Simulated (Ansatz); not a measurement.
Ideal-gas functions of CdClHO (`[OH][Cd][Cl]`) at 400 K and 1 bar, from an Ansatz frequency run at PBE0-D4/def2-TZVP.

Molar mass 164.87 g/mol, point group Cs (symmetry number 1), electronic degeneracy 1, moments of inertia 0.76, 235.329, 236.088 u Å². Harmonic wavenumbers (cm⁻¹, unscaled): 116, 120, 366, 605, 808, 3888.

Use S(trans) = R[1.5 ln M + 2.5 ln T − 1.1517]; rotational temperatures θ = 24.2544 K / I; S(rot) = R[ln(√π/σ · √(T³/θAθBθC)) + 1.5]; for each mode x = 1.438777 ν̃/T, S = R[x/(eˣ − 1) − ln(1 − e⁻ˣ)] and H = RT x/(eˣ − 1); 1 cm⁻¹ = 0.0119627 kJ/mol; R = 8.31446 J/(mol·K).

By hand: the entropy, in J/(mol·K).

Translation 178.6. Rotation: θ = 31.9137, 0.1031, 0.1027 K, giving 96.5. Vibration, mode by mode: 15.64, 15.36, 6.60, 3.32, 1.87, 0.00, in all 42.8. Electronic 0.0. Sum 317.9 J/(mol·K).

By hand: H − E and G − E in kJ/mol, counted from the electronic energy.

Zero-point energy ½ × 5903 × 0.0119627 = 35.3; thermal vibration 8.4; translation, rotation and pV give 4 RT = 13.3. H − E = 57.0 kJ/mol, and G − E = 57.0 − 400 × 317.9/1000 = -70.2 kJ/mol.

Vibration gives 13 % of the entropy, 31.0 J/(mol·K) of it from the modes under 150 cm⁻¹: soft modes count most, and the harmonic formula is weakest for them. The sum counts one conformer and one mirror image; others add a mixing term.
